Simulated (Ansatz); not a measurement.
Total energies of Ge3F8 from Ansatz at B2PLYP/def2-TZVP, gas phase (1 Eh = 27.2114 eV = 2625.5 kJ/mol). The reference geometry is relaxed at PBE-D4/def2-SVP.

```xyz
11

Ge    1.988   -0.730    0.422
F     3.519    0.043    0.688
F     2.197   -1.876   -0.866
F     1.603   -1.639    1.851
Ge    0.185    0.861   -0.097
F     0.619    1.676   -1.579
F     0.185    2.073    1.159
Ge   -2.130    0.067   -0.348
F    -2.692   -0.676    1.117
F    -2.232   -1.136   -1.597
F    -3.241    1.337   -0.751
```

```json
{"state": "charge 0 singlet", "geometry": "reference", "energy (Eh)": "-7028.96306"}
{"state": "charge 1 doublet", "geometry": "reference", "energy (Eh)": "-7028.51769"}
{"state": "free Ge atom (triplet)", "geometry": "–", "energy (Eh)": "-2076.55041"}
{"state": "free F atom (doublet)", "geometry": "–", "energy (Eh)": "-99.71857"}
```

Correlated methods freeze 35 core orbitals; core or outer-core shells of Ge are correlated, in sets that lack core-valence functions.

Question: Work out the vertical ionisation energy to the doublet.

Answer: E(charge 1 doublet) − E(charge 0 singlet) = -7028.51769 − (-7028.96306) = 0.44537 Eh = 12.12 eV.

Question: What is the binding energy per atom against free atoms?

Answer: Atoms: 3 × (-2076.55041) + 8 × (-99.71857) = -7027.39979 Eh. Binding: -7027.39979 − (-7028.96306) = 1.56327 Eh = 42.54 eV, or 3.87 eV for each of 11 atoms (no zero-point energy, no counterpoise term).
